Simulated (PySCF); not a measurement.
PySCF 2.14 output of an unrestricted wB97M-V calculation on a single atom or ion in aug-cc-pCVTZ-DK (8s7p5d3f, 75 functions), with scalar relativity by spin-free X2C-1e:

```
SCF conv_tol = 1e-09
number electrons alpha = 9  beta = 8
    N. Mardirossian and M. Head-Gordon.,  J. Chem. Phys. 144, 214110 (2016)
cycle= 1 E= -461.060397140393  delta_E= -0.00666  |g|= 0.0267  |ddm|= 0.26
cycle= 2 E= -461.060926699009  delta_E= -0.00053  |g|= 0.0129  |ddm|= 0.0669
cycle= 3 E= -461.061001157267  delta_E= -7.45e-05  |g|= 0.00415  |ddm|= 0.0166
cycle= 4 E= -461.06101729114  delta_E= -1.61e-05  |g|= 0.000836  |ddm|= 0.0117
cycle= 5 E= -461.06101789637  delta_E= -6.05e-07  |g|= 3.36e-05  |ddm|= 0.00239
cycle= 6 E= -461.061017897165  delta_E= -7.94e-10  |g|= 4.03e-06  |ddm|= 9.57e-05
converged SCF energy = -461.061017897165  <S^2> = 0.75330056  2S+1 = 2.0032978
```

The run itself started from symmetry-adapted Hartree-Fock orbitals and held the occupation by maximum overlap, on a logarithmic radial grid, so the iterations belong to that start.

Which element, charge and spin multiplicity is this?

Cl (chlorine, neutral), multiplicity 2; the state was [Ne] 3s1 3p6, 2S determinant (an excited configuration).
